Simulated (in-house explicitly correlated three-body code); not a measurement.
Computed with an exponentially correlated three-body code. Model: two electrons around a point charge, non-relativistic, variational in 260 exponentially correlated functions (energies converged to about 1e-7 hartree, or 1e-8 relative for large Z).

Command:
```bash
python run_hyl.py task.json out
```
Settings (lengths in bohr, energies in hartree):
```
Z                      8
nuclear_mass           10
interaction_strength   1
functions              260
states_tried           13
```

Run time, properties included: 32 s on 1 thread of Intel(R) Xeon(R) Platinum 8375C CPU @ 2.90GHz (Ice Lake) (shared host).

**Those bound S and P states to n = 4 that converged, binding against the one-electron ion.**

Given: nuclear charge 8; mass of the centre 10 electron masses.

Computed: one-electron threshold -29.0909091 hartree.

```tsv
term	energy (hartree)	binding (eV)
1 1S	-53.7859744	671.99
2 3P	-35.1716136	165.46
2 3S	-35.0480731	162.1
2 1S	-34.8213867	155.93
2 1P	?	?
3 3P	-31.6965326	70.903
3 3S	-31.6814677	70.493
3 1S	-31.6205709	68.836
3 1P	-31.4945173	65.406
4 3S	?	?
4 1S	-30.5090144	38.589
```

Problem. What belongs in the row 2 1P?

Solution. energy (hartree): -34.3620518; binding (eV): 143.44.

Problem. What belongs in the row 4 3S?

Solution. energy (hartree): -30.5337982; binding (eV): 39.263.

**Converged states only, values per electron or pair.**

| term | mean r (bohr) | mean r squared (bohr²) | mean inverse r (1/bohr) | mean r12 (bohr) | mean inverse r12 (1/bohr) | mean cosine | mean p1 dot p2 (bohr⁻²) | delta r1 (bohr⁻³) | delta r12 (bohr⁻³) |
| --- | --- | --- | --- | --- | --- | --- | --- | --- | --- |
| 1 1S | 0.21623 | 0.062732 | 6.9947 | 0.31295 | 4.3433 | 0.019239 | -0.93341 | 112.79 | 12.496 |
| 2 3P | 0.46084 | 0.33701 | 4.4966 | 0.76208 | 1.6023 | -0.061424 | -4.4596 | 60.374 | - |
| 2 3S | ? | ? | ? | ? | ? | ? | ? | ? | - |
| 2 1S | 0.56144 | 0.51857 | 4.4464 | 0.93899 | 1.4995 | 0.00091149 | -0.88954 | 66.973 | 2.1921 |
| 2 1P | ? | ? | ? | ? | ? | ? | ? | ? | ? |
| 3 3P | 1.0367 | 2.0333 | 4.0059 | 1.8827 | 0.70214 | -0.0089224 | -1.121 | 61.134 | - |
| 3 3S | 1.1178 | 2.366 | 3.9993 | 2.0416 | 0.62611 | 0.0062804 | -0.22214 | 62.986 | - |
| 3 1S | 1.1409 | 2.4752 | 3.9952 | 2.086 | 0.6825 | 0.0032713 | -0.38466 | 62.908 | 0.63831 |
| 3 1P | 1.1145 | 2.3865 | 3.9805 | 2.031 | 0.69842 | 0.018946 | 0.4164 | 61.29 | 0.14795 |
| 4 3S | 1.9234 | 7.482 | 3.8396 | 3.6472 | 0.36552 | 0.0038396 | -0.15498 | 61.957 | - |
| 4 1S | 1.9542 | 7.7388 | 3.8379 | 3.7082 | 0.38826 | 0.0026398 | -0.21852 | 61.93 | 0.26703 |

Problem. What belongs in the row 2 3S?

Solution. mean r (bohr): 0.54615; mean r squared (bohr²): 0.48548; mean inverse r (1/bohr): 4.4614; mean r12 (bohr): 0.91551; mean inverse r12 (1/bohr): 1.2857; mean cosine: 0.013127; mean p1 dot p2 (bohr⁻²): -0.20915; delta r1 (bohr⁻³): 67.347.

Problem. What belongs in the row 2 1P?

Solution. mean r (bohr): 0.52201; mean r squared (bohr²): 0.44705; mean inverse r (1/bohr): 4.3902; mean r12 (bohr): 0.85162; mean inverse r12 (1/bohr): 1.5186; mean cosine: 0.056669; mean p1 dot p2 (bohr⁻²): 2.0041; delta r1 (bohr⁻³): 61.769; delta r12 (bohr⁻³): 0.40615.
